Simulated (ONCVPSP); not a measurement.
## aluminium ONCV: all-electron and pseudo phase curves

```
Element                 : aluminium
Generator               : ONCVPSP 4.0.1
Type                    : optimised norm-conserving Vanderbilt (ONCV)
Functional              : PBEsol
Relativity              : scalar-relativistic
Frozen core             : [He]
Valence charge          : 11
Reference configuration : 2s2 2p6 3s1 (charge +2)
Partial waves           : 2s+3s: rc 1.10 bohr, ncon 5, nbas 8, qcut 13.7 1/bohr, 2 projectors; 2p: rc 0.95 bohr, ncon 3, nbas 7, qcut 18.3 1/bohr, 2 projectors, debl 2.1 Ha; d scattering state at 0.24 Ha: rc 1.05 bohr, ncon 3, nbas 7, qcut 10.1 1/bohr, 2 projectors, debl 1.9 Ha
Local potential         : polynomial inside 0.80 bohr (lpopt 4, dvloc0 0 Ha)
Core correction         : Teter function, fcfact 2.1, rcfact 1.45
```

In the p channel the program set the typed energies aside and used -3.313, 0.250 Ha.

The phase is arctan(r·R′/R) of the radial function R(r), unwrapped; energies in Ha, scanned from -6 to 5 Ha. A pole is an energy at which the radial function vanishes at the test radius. The pseudo phase is shifted by a multiple of π to meet the all-electron one at the reference energy, and phase errors are pseudo minus all-electron; the curves can meet again beyond the range given. Levels narrower than the energy grid can be missing from the lists of poles.

| channel | radius (bohr) | reference energy (Ha) | poles, all-electron | poles, pseudo | unbroken range about the reference energy with phases within 0.05 rad | phase error 1 Ha above the reference energy (rad) |
| --- | --- | --- | --- | --- | --- | --- |
| s | 1.12 | -0.87 | -4.00 | -4.00 | the whole range | +0.000 |
| p | 0.96 | -3.31 | -2.05 | -2.05 | the whole range | +0.000 |
| d | 1.07 | 0.24 | none | none | the whole range | -0.000 |

Phases in the s channel:

```
E (Ha)  all-electron  pseudo
 -5.96         0.420   0.420
 -5.40        -0.501  -0.501
 -4.84        -1.209  -1.209
 -4.28        -1.491  -1.491
 -3.72        -1.634  -1.634
 -3.16        -1.729  -1.729
 -2.60        -1.806  -1.806
 -2.04        -1.880  -1.880
 -1.48        -1.960  -1.960
 -0.92        -2.056  -2.056
 -0.36        -2.181  -2.181
  0.20        -2.356  -2.356
  0.76        -2.613  -2.613
  1.32        -2.975  -2.975
  1.88        -3.394  -3.394
  2.44        -3.755  -3.755
  3.00        -4.009  -4.010
  3.56        -4.179  -4.180
  4.12        -4.296  -4.297
  4.68        -4.380  -4.381
```
